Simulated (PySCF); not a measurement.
CH5BOS.

```xyz
9

B      0.1171     0.4061     0.0000
C     -1.0738     1.4425     0.0000
H     -1.0122     2.0993    -0.8863
H     -1.0122     2.0993     0.8863
H     -2.0684     0.9733     0.0000
O      1.4274     0.7801     0.0000
H      1.5494     1.7381     0.0000
S     -0.2531    -1.3771     0.0000
H      1.0314    -1.8034     0.0000
```

Coordinates come from a B3LYP-D3(BJ)/def2-SVP optimisation. The values are those of a single conformer.

The numbers are results of B3LYP/pcSseg-1 run with PySCF, not measurements. Non-relativistic, no solvent.

Computed absolute GIAO shielding of each atom: isotropic value and principal components (ppm):
```
atom  σ(iso)    σ11    σ22    σ33   span
----  ------  -----  -----  -----  -----
B1      46.1    2.8   44.5   90.8   87.9
C2     175.1  167.8  169.1  188.3   20.5
H3      31.0   27.7   28.6   36.9    9.2
H4      31.0   27.7   28.6   36.9    9.2
H5      30.7   26.3   30.2   35.5    9.2
O6     162.9   46.8  179.4  262.6  215.9
H7      26.8   21.6   24.0   34.8   13.2
S8     571.7  387.7  559.4  768.0  380.3
H9      29.2   23.4   26.3   38.0   14.6
```
